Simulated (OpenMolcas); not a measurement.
## Potential curves of SnS: spin-free states

Computed with OpenMolcas 26.06: state-averaged CASSCF(8,7) over Sn 5s 5p, S 3p, XMS-CASPT2 (IPEA 0.25, imaginary shift 0.2 hartree), scalar X2C, ANO-RCC-VTZP, then RASSI spin–orbit state interaction with atomic mean-field integrals. C2 symmetry about the axis (a holds Σ, Δ, Γ; b holds Π, Φ, H; Σ⁺ and Σ⁻ are not told apart); roots by multiplicity and irrep: 1a 5, 3a 4, 3b 6, 1b 2, 5b 2, 5a 1.

XMS-CASPT2 energies in eV from the lowest point. Curves are followed by energy order within each symmetry, so they are adiabatic and may change character at avoided crossings; Σ⁺ and Σ⁻ are counted together.

```tsv
R (Å)	(1)1Σ	(1)3Δ	(1)3Π	(2)1Σ	(1)1Δ	(1)5Σ	(1)5Π
2.128	0.087	3.721	3.130	3.950	3.976	7.690	6.254
2.228	0.000	3.189	2.917	3.380	3.403	6.779	5.714
2.339	0.144	2.882	2.889	3.041	3.061	6.085	5.373
2.451	0.443	2.779	3.001	2.905	2.919	5.626	5.195
2.607	0.994	2.854	3.277	2.936	2.942	5.245	5.085
2.807	1.761	3.147	3.740	3.177	3.177	5.025	5.042
3.119	2.865	3.747	4.425	3.718	3.711	4.962	5.049
3.565	4.056	4.550	5.035	4.458	4.449	5.037	5.086
4.233	4.863	5.159	5.057	5.059	5.050	5.146	5.126
```

Left out for impure symmetry, kinks or missing points, though low: (1)1Π, (1)3Σ, (2)3Σ, (3)1Σ, (2)3Π, (3)3Π. Only roots inside an energy window near the equilibrium distance were included, so the list of states is not complete; labels number the states computed. Each spin and symmetry block has orbitals of its own, averaged over its own roots, so gaps between blocks are less sure than gaps within one and near the minimum can be off by tenths of an eV, in bad cases by more. No Rydberg orbitals are active, so Rydberg states, and σ→σ* states whose orbital the CASSCF left unused, can be missing between those listed. CASPT2 splits the two components of degenerate states numerically, here by up to 68 cm⁻¹. At stretched bonds a block can hold a wrong CASSCF solution and miss its lowest state; points past a visible jump are left out. Points that failed a check (symmetry, reference weights, a jump) are left out.
